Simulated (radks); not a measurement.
Effect of the nuclear size on the gadolinium ion Gd+, [Xe] 4f7 5d1 6s1. Method: Dirac Kohn-Sham, exchange-only LDA, spin-unpolarised, spherical densities, finite nucleus; open shells fill j = l - 1/2 first; Fermi nuclear charge, rms radius 5.1569 fm; computed with a radial shooting solver on a logarithmic mesh with Libxc functionals. The rms radius is varied about that value; shifts are against it.

| rms radius (fm) | total energy shift (eV) | density at nucleus (e/bohr^3) | 1s1/2 shift (meV) | 2s1/2 shift (meV) | 5p1/2 shift (meV) | 6s1/2 shift (meV) | 5d3/2 shift (meV) | 6p1/2 (empty) shift (meV) |
|---|---|---|---|---|---|---|---|---|
| 4.4917 | -5.07 | 6.483e+05 | -2090 | -269 | 0.173 | -0.206 | 0.114 | 0.047 |
| 4.7547 | -3.13 | 6.39e+05 | -1290 | -166 | 0.107 | -0.127 | 0.070 | 0.029 |
| 5.1569 | 0 | 6.259e+05 | 0.000 | 0.000 | 0.000 | 0.000 | 0.000 | 0.000 |
| 5.3374 | 1.47 | 6.205e+05 | 604 | 77.8 | -0.050 | 0.059 | -0.033 | -0.014 |
| 5.8686 | 6.00 | 6.057e+05 | 2470 | 318 | -0.205 | 0.243 | -0.134 | -0.056 |

Slopes of the eigenvalues against <r^2> in GHz/fm^2, as finite differences over the two radii next to the reference (eigenvalue slopes, not the field-shift constants of lines): 1s1/2 77900, 2s1/2 10000, 5p1/2 -6.45, 6s1/2 7.66, 5d3/2 -4.23, 6p1/2 (empty) -1.76.
